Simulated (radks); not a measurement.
Values are calculated unless marked as measured or tabulated.
Species: the gadolinium ion Gd+. Configuration: [Xe] 4f5 5d1 6s1 6p2 (not the ground configuration).

Code: a radial shooting solver on a logarithmic mesh with Libxc functionals. Model: scalar-relativistic Kohn-Sham, PBEsol, spin-polarised, spherical densities, point nucleus; open shells are filled with parallel spins first (spin-orbit coupling, left out, can overturn this in heavy ions).

Energy parts (eV):
total: -306562.38
kinetic: 329205.67
electron-nucleus: -746192.64
Hartree: 117053.14
exchange-correlation: -6628.54

Orbitals (lengths in bohr, moments of r in powers of bohr; r(max) is where P^2 peaks; r(90%) holds 90 % of the orbital's charge):
| orbital | occ. | eigenvalue (eV) | r(max) | <r^4> | r(90%) |
|---|---|---|---|---|---|
| 1s up | 1 | -50113.20 | 0.01392 | 1.142e-06 | 0.0396 |
| 1s down | 1 | -50113.17 | 0.01392 | 1.142e-06 | 0.0396 |
| 2s up | 1 | -8300.702 | 0.07903 | 0.0001817 | 0.144 |
| 2s down | 1 | -8300.566 | 0.07903 | 0.0001817 | 0.144 |
| 2p up | 3 | -7390.514 | 0.06396 | 0.0001358 | 0.134 |
| 2p down | 3 | -7390.400 | 0.06396 | 0.0001358 | 0.134 |
| 3s up | 1 | -1867.252 | 0.2244 | 0.007049 | 0.359 |
| 3s down | 1 | -1864.974 | 0.2243 | 0.007027 | 0.358 |
| 3p up | 3 | -1585.358 | 0.2202 | 0.007392 | 0.364 |
| 3p down | 3 | -1583.088 | 0.2201 | 0.007364 | 0.364 |
| 3d up | 5 | -1212.783 | 0.1802 | 0.005907 | 0.345 |
| 3d down | 5 | -1211.005 | 0.1801 | 0.005873 | 0.344 |
| 4s up | 1 | -402.6961 | 0.5148 | 0.1697 | 0.790 |
| 4s down | 1 | -397.6615 | 0.5148 | 0.1699 | 0.790 |
| 4p up | 3 | -309.2816 | 0.5369 | 0.2203 | 0.845 |
| 4p down | 3 | -304.3081 | 0.5368 | 0.2209 | 0.845 |
| 4d up | 5 | -180.0168 | 0.5563 | 0.3349 | 0.940 |
| 4d down | 5 | -175.1120 | 0.5562 | 0.3382 | 0.942 |
| 5s up | 1 | -72.0620 | 1.163 | 4.778 | 1.82 |
| 5s down | 1 | -69.1855 | 1.171 | 4.919 | 1.83 |
| 5p up | 3 | -47.3507 | 1.296 | 8.478 | 2.10 |
| 5p down | 3 | -44.8827 | 1.307 | 8.670 | 2.11 |
| 4f up | 5 | -38.7600 | 0.5509 | 1.188 | 1.26 |
| 4f down | 0 | -34.1022 | 0.5526 | 1.310 | 1.29 |
| 5d up | 1 | -17.1984 | 1.663 | 38.15 | 3.08 |
| 5d down | 0 | -15.0388 | 1.671 | 36.17 | 3.04 |
| 6s up | 1 | -14.2008 | 2.847 | 171.6 | 4.46 |
| 6s down | 0 | -11.5297 | 2.831 | 164.6 | 4.39 |
| 6p up | 2 | -9.1967 | 3.406 | 368.1 | 5.39 |

The highest occupied level is 6p up at -9.197 eV. The configuration is held as typed, so some empty levels lie below it. Summed over all electrons, <r^2> = 77.92 bohr^2, which gives a Langevin (diamagnetic) susceptibility term of -61.7 x 10^-6 cm^3/mol.
